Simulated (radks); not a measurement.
Spherical quantum dot in the effective-mass picture: electrons in a well V = -V0 / (1 + exp((r - R)/a)) with V0 = 26.2, R = 2.62, a = 0.31, all in effective atomic units (hartree* = m*/eps^2 hartree, bohr* = eps/m* bohr), one dielectric constant everywhere. Method: non-relativistic Kohn-Sham, PBE, spin-polarised, spherical densities; computed with a radial shooting solver with Libxc functionals. Levels are named by radial order and angular momentum (1s, 1p, 1d, 2s, ...), and open shells are averaged over m.

N = 11, configuration 1s2 1p6 1d(up 3, down 0). This is the lowest configuration that the search found. Occupied and some empty levels:

level    occupation  eigenvalue (hartree*)  <r> (bohr*)
1s up             1                -18.343        1.288
1s down           1                -18.266        1.271
1p up             3                -17.568        1.463
1p down           3                -17.469        1.456
1d up             3                -16.501        1.590
1d down           0                -16.392        1.588
2s up             0                -15.664        1.238
2s down           0                -15.616        1.245
1f up             0                -15.203        1.694
1f down           0                -15.089        1.694
2p up             0                -14.146        1.419
2p down           0                -14.088        1.421

Energy (hartree*): total -226.639, kinetic 17.760, external -275.39, Hartree 37.312, exchange-correlation -6.3207.
